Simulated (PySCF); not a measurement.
## S²⁺: ionisation energy

S²⁺ [Ne] 3s2 3p2 (3P) → S³⁺ [Ne] 3s2 3p1 (2P), as a difference of total energies. Computed with PySCF 2.14 in dyall-av2z (13s9p2d, 50 functions), with no relativity, point nucleus. Correlated levels: valence: [Ne] frozen; virtual orbitals above 40 to 60 times the deepest correlated orbital energy dropped. The calculations carry no spin-orbit coupling.

Problem. Order these methods by the ionisation energy they give, lowest first.
A. M06-2X
B. LDA
C. PBE
D. B97-3

Solution. A (34.587 eV), D (34.632 eV), C (34.792 eV), B (34.826 eV).

A first-order spin-orbit estimate (lowest level to lowest level, LS coupling) adds -0.009 eV.

Errors of the correlated levels include the incompleteness of this basis and the frozen core.

For comparison: 34.86 ± 0.04 eV (semi-empirical (NIST evaluation); NIST Atomic Spectra Database, ionization energies).
